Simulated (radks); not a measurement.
Kinetic energies: the exact non-interacting value of the Kohn-Sham orbitals and orbital-free approximations, as 100 (|E| - |E exact|)/|E exact|, negative where the magnitude is too small. Species: Ba [Xe] 6s2; Tc [Kr] 4d5 5s2. All-electron calculation, non-relativistic Kohn-Sham, PBE, spin-polarised, spherical densities, point nucleus. Program: a radial shooting solver on a logarithmic mesh with Libxc functionals. Every spin shell is full or empty, so the densities are truly spherical. Functionals are evaluated on that one density, not self-consistently.

functional,Ba,Tc
exact (hartree),7883.04,4204.49
Thomas-Fermi,-5.15,-5.53
TF + vW,+34.90,+38.17
TF + vW/9,-0.70,-0.67
LC94,+0.04,+0.08
APBEK,+0.08,+0.14
revAPBEK,+0.25,+0.34
Perdew 92,-0.69,-0.66
Thakkar,-0.64,-0.51
LKT,+18.34,+20.36
Ernzerhof,-0.44,-0.37
